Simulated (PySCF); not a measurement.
Compound: C6H10ClFSi.
Atom-mapped SMILES: `[CH3:1][C:2]1=[CH:3][SiH2:4][C@@H:5]1[CH2:6][C@H:7]([F:8])[Cl:9]` (hydrogens: H10, H11, H12 on C1; H13 on C3; H14, H15 on Si4; H16 on C5; H17, H18 on C6; H19 on C7)

Geometry (GFN2-xTB, Å), atoms numbered from 1 in this order:
```xyz
19
C6H10ClFSi angstrom
C     -2.1757    1.1572   -0.2706
C     -1.3393   -0.0643   -0.3829
C     -1.6815   -1.3585   -0.4401
Si     0.0877   -1.9993   -0.5276
C      0.1740   -0.0609   -0.4670
C      0.8598    0.6061    0.7211
C      2.3649    0.5283    0.5808
F      2.7967   -0.7617    0.6447
Cl     3.1845    1.4329    1.8891
H     -3.2321    0.9114   -0.3506
H     -2.0029    1.6438    0.6901
H     -1.9145    1.8697   -1.0534
H     -2.6826   -1.7590   -0.4308
H      0.5587   -2.5931   -1.7762
H      0.6025   -2.6847    0.6511
H      0.5167    0.4295   -1.3833
H      0.5628    0.1139    1.6493
H      0.5853    1.6621    0.7847
H      2.7251    0.9360   -0.3710
```

Computed at PBE0/pcSseg-1 (PySCF, non-relativistic), with Q(35Cl) = −0.0817 b: Cl9, 35Cl (I = 3/2): χzz = -72.79 MHz, η = 0.057.

Task: Find the zero-field quadrupole resonance frequencies of 35Cl at Cl9.

Result: From ν = (|χ|/2)√(1 + η²/3): ν = 36.41 MHz (chlorine on a fluorinated carbon). For 37Cl the ratio of quadrupole moments, 0.7881, gives 28.70 MHz.

Task: Apply the simplest Townes–Dailey estimate (no s hybridisation, no π bonding), ionic character = 1 − χzz/χ0, where χ0 is the coupling for one missing p electron along the bond: −109.74 MHz for 35Cl.

Result: Cl9 on C7: 1 − (-72.79)/(-109.74) = 0.34. In this model a purely covalent bond gives χ0 and a free halide ion gives zero; s hybridisation or π bonding, where present, is counted here as ionic character.

In a crystal, neighbours and librations shift these lines. Geometry: GFN2-xTB, one conformer, isolated molecule. GFN2-xTB bond lengths can be off by several hundredths of an ångström, more for odd bonds, and the gradients follow them. These gradients aren't converged with respect to the basis.

These values come from a run that also computed NMR shieldings. The run took 86 s wall (grids of density and orbitals included) on Arm Neoverse N1, one thread, no GPU (shared host), and the process peaked at 0.97 GiB of memory.
